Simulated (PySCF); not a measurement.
TDDFT excited states: C4H4FNO2

Species: C₄H₄FNO₂.
Numbering: `[CH2:1]=[N:2]/[C:3]([F:4])=[CH:5]\[O:6][CH:7]=[O:8]` (hydrogens: H9, H10 on C1; H11 on C5; H12 on C7)

Geometry (GFN2-xTB, Å), atoms numbered from 1 in this order:
```
atom  x, y, z in Å
C1    -2.6766    0.0735   -0.5971
N2    -1.4142    0.1554   -0.5720
C3    -0.6695   -0.2574    0.4766
F4    -1.2977   -0.7825    1.5740
C5     0.6676   -0.1902    0.5355
O6     1.4000    0.3137   -0.4980
C7     2.7297    0.3517   -0.3666
O8     3.3615   -0.0152    0.5761
H9    -3.1801    0.4344   -1.4805
H10   -3.2879   -0.3358    0.2076
H11    1.2166   -0.5317    1.4044
H12    3.1519    0.7836   -1.2861
```

Level of theory: TDDFT wB97X-D/def2-SVPD, vertical, gas phase, core orbitals frozen in the response in PySCF 2.14.0, density-fitted response routines.

```
state  E (eV)  λ (nm)  ν̃ (cm⁻¹)       f  |μ| (D)  symmetry  main configurations (H = HOMO, L = LUMO)
   S1    4.59   270.4      36990  0.0008     0.21         –                               H-1→L (93%)
   S2    5.18   239.5      41760   0.701     5.98        A′                                 H→L (98%)
   S3    5.79   214.0      46720  0.0014     0.25         –                H-2→L+1 (56%), H-2→L (39%)
   S4    6.67   185.9      53790   0.038     1.22        A′                               H→L+1 (97%)
   S5    7.10   174.6      57280  0.0018     0.26         –                               H→L+2 (81%)
   S6    7.57   163.8      61040  0.0006     0.15         –                H-2→L (55%), H-2→L+1 (33%)
   S7    7.80   159.0      62880   0.017     0.76        A″     H→L+3 (35%), H→L+4 (16%), H→L+7 (16%)
   S8    7.99   155.2      64450  0.0015     0.22         –              H-1→L+1 (58%), H-1→L+5 (17%)
```

Triplets (Tamm–Dancoff): T1 2.94 eV, H→L (92%); T2 4.08 eV, H-1→L (88%); T3 5.32 eV, H-2→L+1 (63%), H-2→L (32%).

The lowest singlet lies at 4.59 eV (270 nm, ultraviolet) and is very weak; its leading configuration is HOMO-1→LUMO (93%). The most intense listed level is S2 at 5.18 eV (239 nm, f = 0.701), 0.59 eV above S1. Löwdin shares by element: HOMO carbon 60% or more, oxygen 14% or more (atoms not listed hold the other 26%); LUMO carbon 55% or more, nitrogen 18% (atoms not listed hold the other 27%). Orbital energies (eV): HOMO-3 -12.52, HOMO-2 -10.90, HOMO-1 -10.29, HOMO -9.00, LUMO -0.27, LUMO+1 1.58, LUMO+2 2.24. Weighted by f, the mean energy of these states is 5.32 eV. The listed states span 3.40 eV, and the widest gap between neighbours is 0.88 eV (S3 to S4). Symmetry labels in Cs follow from the direction of the transition dipole and are given only for states with f of 0.002 or more. Only the lowest 8 singlets were computed, as vertical energies without vibronic structure.

The run took 38 s of wall time on one thread, Arm Neoverse V2 (aarch64), on a shared host, and the process peaked at 0.85 GiB of memory.

One conformer stands for the species.
